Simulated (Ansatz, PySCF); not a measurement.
Bond stretch in SiAl (cation, charge +1), lowest triplet found (which spin is the ground state isn't settled by this scan).

- UKS-PBE = unrestricted PBE/aug-cc-pVDZ (Ansatz, a first-principles code)
- UKS-B3LYP/6-31G* = unrestricted B3LYP/6-31G*, spherical d run with PySCF
- UCCSD = CCSD on UHF/aug-cc-pVDZ, frozen core (Ansatz)

Total energies in hartree (comparable only within one method and basis):

```json
[
 {"R / Å": "2.49", "UKS-PBE": "-531.26034", "UKS-B3LYP/6-31G*": "-531.54397", "UCCSD": "-530.64052"},
 {"R / Å": "2.64", "UKS-PBE": "-531.26290", "UKS-B3LYP/6-31G*": "-531.54889", "UCCSD": "-530.64685"},
 {"R / Å": "2.76", "UKS-PBE": "-531.26409", "UKS-B3LYP/6-31G*": "-531.55030", "UCCSD": "-530.64924"},
 {"R / Å": "2.93", "UKS-PBE": "-531.26352", "UKS-B3LYP/6-31G*": "-531.55010", "UCCSD": "-530.65018"},
 {"R / Å": "3.10", "UKS-PBE": "-531.26153", "UKS-B3LYP/6-31G*": "-531.54856", "UCCSD": "-530.64946"},
 {"R / Å": "3.38", "UKS-PBE": "-531.25710", "UKS-B3LYP/6-31G*": "-531.54495", "UCCSD": "-530.64662"},
 {"R / Å": "3.72", "UKS-PBE": "-531.25155", "UKS-B3LYP/6-31G*": "-531.54038", "UCCSD": "-530.64237"},
 {"R / Å": "4.13", "UKS-PBE": "-531.24575", "UKS-B3LYP/6-31G*": "-531.53544", "UCCSD": "-530.63759"},
 {"R / Å": "4.55", "UKS-PBE": "-531.24113", "UKS-B3LYP/6-31G*": "-531.53128", "UCCSD": "-530.63365"},
 {"R / Å": "5.14", "UKS-PBE": "-531.23683", "UKS-B3LYP/6-31G*": "-531.52706", "UCCSD": "-530.62989"},
 {"R / Å": "5.79", "UKS-PBE": "-531.23452", "UKS-B3LYP/6-31G*": "-531.52440", "UCCSD": "-530.62757"},
 {"R / Å": "6.67", "UKS-PBE": "-531.23391", "UKS-B3LYP/6-31G*": "-531.52311", "UCCSD": "-530.62606"},
 {"R / Å": "7.81", "UKS-PBE": "-531.23477", "UKS-B3LYP/6-31G*": "-531.52330", "UCCSD": "-530.62520"}
]
```

The scan ran from 1.67 to 7.81 Å; beyond the distances shown full CI changes its symmetry label.
